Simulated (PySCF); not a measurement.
Compound: 2,5-dimethylanisole, C9H12O.
Geometry (GFN2-xTB, Å), atoms numbered from 1 in this order:
```xyz
22
C9H12O angstrom
C     -2.1285    2.0039    0.3762
O     -1.9904    0.6179    0.1985
C     -0.7325    0.0993    0.0582
C      0.4316    0.8525    0.0740
C      1.6759    0.2483   -0.0710
C      2.9206    1.0851   -0.0720
C      1.7382   -1.1251   -0.2356
C      0.5761   -1.8798   -0.2520
C     -0.6667   -1.2927   -0.1072
C     -1.9323   -2.0921   -0.1170
H     -1.6270    2.3464    1.2878
H     -3.1988    2.1854    0.4667
H     -1.7398    2.5626   -0.4820
H      0.3909    1.9238    0.2004
H      2.8036    1.9591    0.5652
H      3.7742    0.5077    0.2750
H      3.1366    1.4319   -1.0834
H      2.6964   -1.6104   -0.3499
H      0.6386   -2.9512   -0.3788
H     -1.7200   -3.1517   -0.2309
H     -2.4812   -1.9345    0.8100
H     -2.5757   -1.7671   -0.9332
```

NICS is the negative of the GIAO shielding at a point without a nucleus: at the ring centre (0) and 1 Å above and below it (1); zz is the component along the ring normal. Level: GIAO PBE0/pcSseg-1 (PySCF, non-relativistic, gas phase) on the GFN2-xTB geometry, one conformer.

Ring bond lengths (Å), with Mayer bond orders in brackets: C3–C4 1.387 (1.40), C4–C5 1.391 (1.38), C5–C7 1.385 (1.44), C7–C8 1.386 (1.42), C8–C9 1.382 (1.49), C9–C3 1.403 (1.32).

Task: Give the NICS values of each ring in ppm.

Result: 
```
             ring                                              type  NICS(0)  NICS(1), two faces  NICS(1)zz, two faces  rms pucker (Å)  centre to ring atoms, mean (Å)
C3–C4–C5–C7–C8–C9  6-membered carbocycle; formal bonds all aromatic     -9.4       -11.0 / -11.1         -26.0 / -26.3            0.00                            1.39
```

Task: What do they say, and how far can they be read as aromaticity?

Result: 
- C3–C4–C5–C7–C8–C9: mean NICS(1)zz -26.1 ppm, shielded. For a flat ring without four-coordinate atoms the NICS criterion counts such a value as aromatic.

Task: How equal are the bonds by HOMA? HOMA = 1 − mean of α(R − Ropt)² over the ring bonds, with Krygowski's 1993 parameters (CC: Ropt 1.388 Å, α 257.7 Å⁻²).

Result: 
- C3–C4–C5–C7–C8–C9: HOMA 0.99 = 1 − EN − GEO, with mean bond length 1.389 Å, EN = α(Ropt − mean)² = 0.000 and GEO = α × variance = 0.013. The geometric and the magnetic index point the same way.

Task: At the first NICS(1) probe listed for ring C3–C4–C5–C7–C8–C9, 1 Å off the ring, what do the in-plane components average?

Result: The isotropic value is a third of the trace: (3 × -11.0 − (-26.0))/2 = -3.5 ppm.

Task: List the ring angles and the Hirshfeld charges of the ring atoms.

Result: 
- C3–C4–C5–C7–C8–C9: C3 120.1° (+0.070 e), C4 120.9° (-0.087 e), C5 118.9° (+0.004 e), C7 120.3° (-0.073 e), C8 121.4° (-0.057 e), C9 118.4° (-0.013 e); sum 720.0° against 720° for a flat convex ring.

Task: What are the shieldings of the ring atoms and their hydrogens in the same run (means over atoms taken as equivalent)?

Result: 
| atoms | environment | σ isotropic (ppm) |
| --- | --- | --- |
| C3 | aromatic carbon bearing oxygen | 22.3 |
| C4 | aromatic CH carbon | 74.6 |
| C5 | substituted aromatic carbon | 45.3 |
| C7 | aromatic CH carbon | 61.3 |
| C8 | aromatic CH carbon | 51.4 |
| C9 | substituted aromatic carbon | 57.4 |
| H14 | aromatic hydrogen | 25.16 |
| H18 | aromatic hydrogen | 24.75 |
| H19 | aromatic hydrogen | 24.37 |

On x86-64 server, one thread, shared host, this took 64 s of wall time. This is the whole shielding run at PBE0/pcSseg-1, SCF included.
